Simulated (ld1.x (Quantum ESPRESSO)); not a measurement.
## manganese: excitation energies, all-electron against TM

manganese, norm-conserving Troullier–Martins (Kleinman–Bylander form), made with ld1.x (Quantum ESPRESSO) 7.5 (PW91, fully relativistic). Core [Ar], reference 3d5 4s1.5 4p0 (charge +0.5). Waves: 4s (bound): rc 2.35 bohr; 4p (bound, empty): rc 3.35 bohr; 3d (bound): rc 1.70 bohr. Local part: all-electron potential smoothed inside 2.35 bohr (lloc = -2). Core correction: a·sin(br)/r model core inside 1.30 bohr.

Open shells are filled in proportion to 2j + 1 (rel_dist='average').

Energies are relative to the spin-unpolarised reference configuration 3d5 4s1.5 4p0; without spin polarisation the order of configurations can differ from experiment. The frozen-core shift is the all-electron ΔE with the core orbitals held at their reference shape minus the fully relaxed ΔE.

| valence configuration | charge | ΔE all-electron (eV) | error AE − PS (meV) | frozen-core shift (meV) |
| --- | --- | --- | --- | --- |
| 3d5 4s2 4p0 | 0 | -3.389 | -0.8 | +0.3 |
| 3d5 4s1 4p0 | +1 | 5.086 | -1.5 | +0.4 |
| 3d4 4s2 4p0 | +1 | 9.882 | -255 | +205 |
| 3d6 4s0 4p0 | +1 | 3.445 | -247 | +110 |
| 3d4 4s2 4p1 | 0 | 4.449 | -308 | +204 |

Q: What are ΔE and the potential's error for 3d5 4s0 4p2?

A: ΔE = 4.582 eV all-electron; the error (AE − PS) is -0.7 meV.

Q: What are ΔE and the potential's error for 3d5 4s0 4p0?

A: ΔE = 20.727 eV all-electron; the error (AE − PS) is -25 meV.

Levels in the configuration 3d5 4s0 4p2:

```csv
level,all-electron (eV),pseudo (eV)
3d j=3/2,-9.834,-9.851
3d j=5/2,-9.714,-9.731
4p j=1/2,-2.794,-2.793
4p j=3/2,-2.740,-2.739
```
